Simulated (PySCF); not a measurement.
**S⁺: ionisation energy**

S⁺ [Ne] 3s2 3p3 (4S) → S²⁺ [Ne] 3s2 3p2 (3P), as a difference of total energies. Computed with PySCF 2.14 in pcseg-2, with the non-relativistic Hamiltonian (point nucleus). Correlated levels: valence: [Ne] frozen. The calculations carry no spin-orbit coupling.

```csv
method,ionisation energy (eV),difference from reference (eV)
UHF,22.721,-0.617
B3LYP,23.253,-0.085
MN15,23.379,+0.041
MP2 (valence),23.290,-0.048
SCS-MP2 (valence),23.116,-0.222
CCSD (valence),23.219,-0.119
CCSD(T) (valence),23.249,-0.089
```

Reference: 23.338 eV (measured; NIST Atomic Spectra Database, ionization energies).

The reference lies between the lowest fine-structure levels, while these numbers refer to the centres of the terms.

Errors of the correlated levels include the incompleteness of this basis and the frozen core.
